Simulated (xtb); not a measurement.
diindium oxide (In2O), SMILES [In][O][In] (connectivity only; charge and spin as stated), neutral, multiplicity 1. All values are semi-empirical tight-binding results from xtb (GFN2-xTB unless named), good for trends rather than for accurate numbers. Geometry optimised at GFN2-xTB.

For metal compounds this method's bond lengths and energies can be far off.

Computed properties:
```json
{
  "point_group_as_xtb_finds_it": "D∞h",
  "orbital_gap": "5.00 eV",
  "zero_point_energy": "1.3 kcal/mol",
  "G − E(el) at 298.15 K (modified RRHO)": "-16.4 kcal/mol"
}
```
